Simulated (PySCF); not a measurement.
## A computed series M(SH)4

Computed with PySCF 2.14.0, PBE0, def2-SVP on the ligands, density fitting, scalar-relativistic core potentials, no spin-orbit coupling, vacuum. Each member is relaxed from one template within its symmetry. Distances are means of the shortest metal–ligand contacts, charges and spins Mulliken's; removal energies are rigid, with the ligand's formal charge and no counterpoise, so too large; for an anion taken off a cation in vacuum most of it is the attraction of opposite charges, and multiply charged cations can part far more cheaply with an electron moved from ligand to metal. lcecp potentials hold a fixed number of 4f electrons in the core, out of states, spins and gaps.

| metal | basis on the metal | point group | M–SH (Å) | charge on M (e) | removal of one SH (eV) | strongest infrared band, degenerate modes summed (cm⁻¹) | unstable modes (below −25 cm⁻¹) |
| --- | --- | --- | --- | --- | --- | --- | --- |
| Ce | lcecp-2-SVP with ECP46 | S4 | 2.591 | 0.95 | 9.44 | 339 | 0 |
| Pr | lcecp-2-SVP with ECP47 | S4 | 2.577 | 0.71 | 9.51 | 329 | 0 |
| Tb | lcecp-2-SVP with ECP53 | S4 | 2.492 | 0.64 | 9.81 | 338 | 0 |
| Dy | lcecp-2-SVP with ECP54 | S4 | 2.484 | 0.54 | 9.83 | 336 | 0 |
| Hf | def2-SVP with ECP60 | S4 | 2.431 | 0.64 | 10.07 | 344 | 0 |
| Pb | def2-SVP with ECP60 | S4 | 2.511 | 0.57 | 9.19 | 321 | 0 |

Q: A further member has point group S4, M–SH (Å) 2.560, charge on M (e) 0.75, removal of one SH (eV) 9.57, strongest infrared band, degenerate modes summed (cm⁻¹) 333, unstable modes (below −25 cm⁻¹) 0. Which metal is it?

A: Nd, lcecp-2-SVP with ECP48. The answer isn't unique; the calculation gave this one.

From Ce to Dy the M–SH distance shrinks by 0.11 Å, the lanthanide contraction, and the energy to remove one SH rises by 0.39 eV.

Moved off a saddle point of the template and relaxed again: Pb. One start shape was tried for each, so a minimum needn't be the lowest isomer. Oxidation states forced by the potential, rare, strongly oxidising or of another configuration in reality: Pr(SH)4, Nd(SH)4, Tb(SH)4, Dy(SH)4.
